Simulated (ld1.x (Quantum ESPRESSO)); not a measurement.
# What one change does to a pseudopotential (vanadium, ultrasoft)

* Element: V (Z = 23)
* Generator: ld1.x (Quantum ESPRESSO) 7.5
* Type: ultrasoft
* Functional: PBE
* Relativity: scalar-relativistic
* Frozen core: [Ar]
* Valence charge: 5
* Reference configuration: 3d3 4s1 4p0 (charge +1)
* Partial waves: 4s (bound): rcut 2.25, rcutus 2.70 bohr; 4s channel at 0.8 Ry: rcut 2.25, rcutus 2.70 bohr; 4p (bound, empty): rcut 3.10, rcutus 3.75 bohr; 4p channel at 0.25 Ry: rcut 3.10, rcutus 3.75 bohr; 3d (bound): rcut 1.25, rcutus 1.45 bohr; 3d channel at 3.35 Ry: rcut 1.25, rcutus 1.45 bohr
* Local potential: all-electron potential smoothed inside 1.15 bohr (lloc = -1)
* Core correction: none
* Augmentation charge: PSQ, radius 1.30 bohr

All-electron outer shells of the reference configuration (PBE, scalar-relativistic, ld1.x):

```json
{"shell": "3p", "level (eV)": "-51.65", "outermost node (bohr)": "0.35", "outermost maximum (bohr)": "0.84"}
{"shell": "3d", "level (eV)": "-12.63", "outermost node (bohr)": "–", "outermost maximum (bohr)": "0.90"}
{"shell": "4s", "level (eV)": "-10.90", "outermost node (bohr)": "1.17", "outermost maximum (bohr)": "2.59"}
{"shell": "4p", "level (eV)": "-6.83", "outermost node (bohr)": "1.29", "outermost maximum (bohr)": "3.20"}
```

Change: core correction a·sin(br)/r model core inside 1.38 bohr.

Cutoffs: the cutoffs (Ry, on a coarse ladder) from which the occupation-weighted sum of valence levels, in a spherical-Bessel basis at the reference potential, stays within 10 and 1 mRy of its value at 400 Ry; they do not see the model core or the augmentation charge, which bear on the density cutoff. Errors are all-electron minus pseudo energies relative to the spin-unpolarised reference configuration.

Problem. How do hardness, ghosts and transferability respond?

Solution. The potential gets neither clearly harder nor softer (45 Ry and 80 Ry → 45 Ry and 80 Ry); both files keep a bound ghost (p, s); of the 6 tests that both files solve, the error grows in 2 and shrinks in 4 by more than 15 % and 0.3 meV (median size 22.1 → 5.4 meV). A model core, the more so a compact one, raises the density cutoff, which this test does not measure.

| quantity | base | changed |
| --- | --- | --- |
| cutoff, loose | 45 Ry | 45 Ry |
| cutoff, tight | 80 Ry | 80 Ry |
| bound ghosts | s, p | s, p |
| tests counted (converged, no solver errors) | 6 of 7 | 6 of 7 |
| error for 3d3 4s2 4p0, meV [ΔE -7.73 eV] | +28 | -0.4 |
| error for 3d3 4s0 4p0, meV [ΔE 14.30 eV] | +134 | -4.9 |
| error for 3d2 4s0 4p0, meV [ΔE 43.19 eV] | -1.7 | -555 |
| error for 3d2 4s2 4p0, meV [ΔE 3.24 eV] | -16 | -247 |
| error for 3d3 4s0 4p1, meV [ΔE 4.10 eV] | +29 | -5.9 |
| error for 3d3 4s1.5 4p0, meV [ΔE -4.64 eV] | +11 | 0.0 |
| s: phases at 4.04 bohr within 0.05 rad from the reference energy up to (Ry; the scan ends near 5) | 4.0 | 4.0 |
| p: phases at 4.04 bohr within 0.05 rad from the reference energy up to (Ry; the scan ends near 5) | 3.8 | 3.8 |
| d: phases at 4.04 bohr within 0.05 rad from the reference energy up to (Ry; the scan ends near 5) | to the end of the scan | to the end of the scan |
| lowest overlap eigenvalue by channel | s 0.20, p 0.16, d 0.37 | s 0.20, p 0.16, d 0.37 |

Base: Tests not counted: 3d2 4s2 4p1 (solver errors, printed error -2.6 eV). Changed file: Tests not counted: 3d2 4s2 4p1 (solver errors, printed error -2.8 eV). A true bound ghost makes a file unfit for plane-wave use even where its test errors are small: the radial tests pick states by their node count and pass the ghost by. Where a test does run into it, the solver fails or the error is huge.
